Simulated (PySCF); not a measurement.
C₆ coefficients of unlike pairs at PBE

Calculated with PySCF 2.14 from the dipole response of each species, C₆(A,B) = (3/π) ∫ α_A(iu) α_B(iu) du, in atomic units, from isotropic polarisabilities. For ions this is the dispersion term alone; charge-induced terms of lower order in 1/R come first.

```csv
species,configuration,basis,relativity,α (bohr³),C₆ (like pair)
Ne³⁺,[He] 2s2 2p3 (4S),aug-cc-pwCVQZ (9s8p6d4f2g),none,0.6915,0.6129
He,1s2 (1S),aug-cc-pVQZ (5s4p3d2f),none,1.568,1.728
Ca,[Ar] 4s2 (1S),def2-QZVPPD (11s6p4d3f),none,159.8,2213
Ar⁺,[Ne] 3s2 3p5 (2P),"aug-cc-pCVTZ-DK with one added diffuse shell each of s, p, d, f type (9s8p6d4f)",spin-free X2C,7.075,32.07
```

Question: Estimate C₆ for He with Ne³⁺.

Answer: The integral gives 0.9684. The combination rule 2 C_A C_B / (C_A α_B/α_A + C_B α_A/α_B) gives 0.9846 and the geometric mean 1.029.

No spin-orbit coupling is included.

The other pairs:

```
     pair     C₆
   Ca, He  40.87
 Ca, Ne³⁺  19.29
  Ar⁺, He  7.435
  Ar⁺, Ca  181.7
Ar⁺, Ne³⁺  4.104
```
